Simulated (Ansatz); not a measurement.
Geometry optimisation, RKS B3LYP-D4/6-31G in Ansatz.

input.yaml

```yaml
crystal:
  periodic: [false, false, false]
  atoms:
    - { symbol: F, position_ang: [-0.1121, 0.0255, -1.7281] }
    - { symbol: C, position_ang: [0.1543, 0.4168, -0.4404] }
    - { symbol: Al, position_ang: [0.8976, -1.1813, 0.4635] }
    - { symbol: C, position_ang: [-0.9909, 0.9391, 0.2665] }
    - { symbol: S, position_ang: [-1.7012, 2.1361, -0.1723] }
    - { symbol: H, position_ang: [0.9454, 1.2194, -0.4541] }
    - { symbol: H, position_ang: [-0.04345, -1.91598, 1.59644] }
    - { symbol: H, position_ang: [2.40881, -1.26422, 0.76363] }
    - { symbol: H, position_ang: [-1.476, 0.408, 1.1596] }
basis:
  gaussian: { orbitals: "6-31G" }
hamiltonian:
  xc: b3lyp
  dispersion: d4
relax:
  f_tol: 0.015
  max_steps: 40
```

Command:

```bash
$ ansatz run input.yaml --threads 1 --pin off --max-ram 2048MiB --backend cpu --events-out ev --progress --plain --runs-dir out
```

Problem. Where does it end, and by what steps?

Solution. The run converged. Limits of this set-up: no polarisation functions. After 18 steps the energy has fallen by 2.583 eV; S5 moved furthest, 1.56 Å. The start is strongly strained (largest force component 11 eV/Å). Joined: F1–Al3.

```json
{"step": "0", "energy less start (eV)": "0.0000", "largest force component (eV/Å)": "11.277", "accepted": "yes"}
{"step": "1", "energy less start (eV)": "-1.4936", "largest force component (eV/Å)": "4.265", "accepted": "yes"}
{"step": "2", "energy less start (eV)": "-1.8332", "largest force component (eV/Å)": "1.149", "accepted": "yes"}
{"step": "3", "energy less start (eV)": "-1.8105", "largest force component (eV/Å)": "0.850", "accepted": "no"}
{"step": "4", "energy less start (eV)": "-1.8833", "largest force component (eV/Å)": "0.318", "accepted": "yes"}
{"step": "5", "energy less start (eV)": "-1.9155", "largest force component (eV/Å)": "0.189", "accepted": "yes"}
{"step": "6", "energy less start (eV)": "-1.9526", "largest force component (eV/Å)": "0.377", "accepted": "yes"}
{"step": "7", "energy less start (eV)": "-1.9947", "largest force component (eV/Å)": "0.780", "accepted": "yes"}
{"step": "8", "energy less start (eV)": "-2.0609", "largest force component (eV/Å)": "1.041", "accepted": "yes"}
{"step": "9", "energy less start (eV)": "-2.1769", "largest force component (eV/Å)": "1.032", "accepted": "yes"}
{"step": "10", "energy less start (eV)": "-2.2897", "largest force component (eV/Å)": "0.951", "accepted": "yes"}
{"step": "11", "energy less start (eV)": "-2.3996", "largest force component (eV/Å)": "0.845", "accepted": "yes"}
{"step": "12", "energy less start (eV)": "-2.5049", "largest force component (eV/Å)": "0.744", "accepted": "yes"}
{"step": "13", "energy less start (eV)": "-2.5452", "largest force component (eV/Å)": "0.529", "accepted": "yes"}
{"step": "14", "energy less start (eV)": "-2.5766", "largest force component (eV/Å)": "0.193", "accepted": "yes"}
{"step": "15", "energy less start (eV)": "-2.5781", "largest force component (eV/Å)": "0.171", "accepted": "yes"}
{"step": "16", "energy less start (eV)": "-2.5796", "largest force component (eV/Å)": "0.189", "accepted": "yes"}
{"step": "17", "energy less start (eV)": "-2.5824", "largest force component (eV/Å)": "0.049", "accepted": "yes"}
{"step": "18", "energy less start (eV)": "-2.5825", "largest force component (eV/Å)": "0.013", "accepted": "yes"}
```

```xyz
9
Properties=species:S:1:pos:R:3
F 0.403 -0.153 -1.239
C 0.306 0.705 0.105
Al 0.803 -1.268 0.362
C -1.016 1.192 0.346
S -2.457 0.795 -0.427
H 1.123 1.423 0.029
H -0.411 -2.232 0.699
H 2.367 -1.563 0.386
H -1.035 1.885 1.194
```

Whether the end is a true minimum wasn't checked by a vibrational analysis.

Time of the run: 28 s on 1 thread of AMD EPYC 9R45 96-Core Processor (Zen 5) (shared host), peak memory 0.18 GiB.
